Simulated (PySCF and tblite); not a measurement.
Values are calculated unless marked as measured or tabulated.
System: C₃H₄O₂Si, numbered as in [CH:1]#[C:2][C:3](=[O:4])[O:5][SiH3:6].

Geometries: B3LYP-D3(BJ)/def2-SVP; energies: PBE/pcSseg-1 + D3(BJ); zero-point and thermal terms from GFN2-xTB harmonic modes (soft modes blended into free rotors). Rate constants are transition-state-theory values, counting equivalent paths, without tunnelling. Run with tblite and PySCF.

What barrier does the shift of Si6 from O5 to O4 meet, and how fast is it at 298 K?

The electronic barrier is 12.0 kcal/mol and ΔG‡(298 K) 12.9 kcal/mol, over a Cs saddle with an imaginary mode of 331i cm⁻¹ (GFN2-xTB). With 2 equivalent paths, k is 4550 s⁻¹, a mean lifetime of the start of 220 µs against this motion.
